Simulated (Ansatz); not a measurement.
`C#CCCCC` + `[SiH3]S` → `C#CS[SiH3]` + `CCCC` at 700 K and 1 bar (substitution at a C–C bond).

Calculated with Ansatz (gas phase, PBE0-D4/def2-TZVP geometries, no zero-point term in ΔE). CCSD(T)/CBS adds triple-zeta CCSD(T) − MP2 to the extrapolated MP2 energy (def2 sets, frozen cores). One conformer a species, not always the lowest.

| species | CCSD(T)/CBS energy (Eh) | H − E (kJ/mol) | S (J/(mol·K)) |
| --- | --- | --- | --- |
| `C#CCCCC` | -234.27922 | 466.3 | 495.9 |
| `[SiH3]S` | -689.27336 | 135.5 | 340.5 |
| `C#CS[SiH3]` | -765.30294 | 184.6 | 418.4 |
| `CCCC` | -158.24160 | 420.8 | 414.7 |

H − E and S are ideal-gas, rigid-rotor, harmonic terms from PBE0-D4/def2-TZVP, for one conformer and one mirror image of each species. 1 Eh = 2625.50 kJ/mol, R = 8.31446 J/(mol·K).

Task: By hand: ΔE, ΔH, ΔS and ΔG.

Result: ΔE = (-765.30294) + (-158.24160) − (-234.27922) − (-689.27336) = 0.00804 Eh = 21.1 kJ/mol. Δ(H − E) = 184.6 + 420.8 − 466.3 − 135.5 = 3.6, so ΔH = 24.7 kJ/mol. ΔS = 418.4 + 414.7 − 495.9 − 340.5 = -3.3 J/(mol·K). ΔG = 24.7 − 700 × (-3.3)/1000 = 27.0 kJ/mol.

Task: By hand: the equilibrium constant, and the temperature at which ΔG would vanish if ΔH and ΔS stayed fixed.

Result: log₁₀ K = −ΔG/(RT ln 10) = -2.0. ΔH and −TΔS have one sign here, so there is no such temperature.

The number of gas molecules stays the same, so ΔS is small and ΔH decides. A doubt of 5 kJ/mol in ΔE shifts log₁₀ K by 0.4 here. Other conformers and mirror images would add mixing entropy, several J/(mol·K) or more a flexible species. These are equilibria of isolated gas molecules and say nothing of rates. Largest T1 diagnostic: 0.013 (customary marks: 0.02 for closed shells, 0.045 for open ones).

ΔS is within the doubt of such terms, so its sign, and with it that verdict, could turn.
